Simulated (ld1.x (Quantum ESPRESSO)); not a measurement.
Before and after: ultrasoft potential for germanium (Ge)

| Quantity | Value |
| --- | --- |
| Element | Ge |
| Generator | ld1.x (Quantum ESPRESSO) 7.5 |
| Type | ultrasoft |
| Functional | LDA (PZ) |
| Relativity | non-relativistic |
| Frozen core | [Ne] 3s2 |
| Valence charge | 20 |
| Reference configuration | 3p6 3d10 4s2 4p2 |
| Partial waves | 4s (bound): rcut 1.40, rcutus 1.75 bohr; 4s channel at 1.05 Ry: rcut 1.40, rcutus 1.75 bohr; 3p (bound): rcut 0.95, rcutus 1.05 bohr; 4p (bound): rcut 0.95, rcutus 1.05 bohr; 3d (bound): rcut 0.60, rcutus 0.85 bohr; 3d channel at -1.35 Ry: rcut 0.60, rcutus 0.85 bohr |
| Local potential | all-electron potential smoothed inside 1.20 bohr (lloc = -1) |
| Core correction | none |
| Augmentation charge | PSQ, inside the norm-conserving radii |

All-electron outer shells of the reference configuration (LDA (PZ), non-relativistic, ld1.x):

```tsv
shell	level (eV)	outermost node (bohr)	outermost maximum (bohr)
3s	-162.21	0.26	0.55
3p	-114.14	0.23	0.55
3d	-30.39	–	0.50
4s	-11.61	0.78	1.77
4p	-4.08	0.83	2.22
```

Change: all radii scaled by about 1.27 (s 2.22, p 1.34, d 1.08 bohr, rcut 1.78/1.20/0.76); local potential all-electron potential smoothed inside 1.52 bohr (lloc = -1).

Cutoffs: the cutoffs (Ry, on a coarse ladder) from which the occupation-weighted sum of valence levels, in a spherical-Bessel basis at the reference potential, stays within 10 and 1 mRy of its value at 400 Ry; they do not see the model core or the augmentation charge, which bear on the density cutoff. Errors are all-electron minus pseudo energies relative to the spin-unpolarised reference configuration.

Question: What does the change do?

Answer: Of the 9 tests that both files solve, the error grows in 3 and shrinks in 5 by more than 15 % and 0.3 meV (median size 3.4 → 2.6 meV); neither file shows a bound ghost.

| quantity | base | changed |
| --- | --- | --- |
| cutoff, loose | 230 Ry | 140 Ry |
| cutoff, tight | over 300 Ry | 230 Ry |
| loose cutoff by channel (10 mRy a level) | s 8 Ry, p 100 Ry, d 140 Ry | s 6 Ry, p 45 Ry, d 80 Ry |
| bound ghosts | none | none |
| error for 3p6 3d10 4s2 4p1, meV [ΔE 7.66 eV] | -1.0 | -0.4 |
| error for 3p6 3d10 4s2 4p0, meV [ΔE 23.39 eV] | -9.8 | -2.6 |
| error for 3p6 3d10 4s1 4p0, meV [ΔE 58.05 eV] | -5.7 | +3.4 |
| error for 3p6 3d10 4s1 4p2, meV [ΔE 16.02 eV] | -1.5 | -8.1 |
| error for 3p5 3d10 4s2 4p2, meV [ΔE 124.27 eV] | -82 | -104 |
| error for 3p6 3d10 4s0 4p0, meV [ΔE 103.97 eV] | +3.4 | -10 |
| error for 3p6 3d10 4s2 4p2.3, meV [ΔE -0.94 eV] | 0.0 | 0.0 |
| error for 3p6 3d10 4s2 4p2 (spin-polarised), meV [ΔE -0.56 eV] | +7.3 | +1.9 |
| error for 3p6 3d10 4s2 4p1 (spin-polarised), meV [ΔE 7.48 eV] | +2.0 | +0.4 |
| lowest overlap eigenvalue by channel | s 0.36, p 0.14, d 0.96 | s 0.32, p 0.81, d 1.00 |
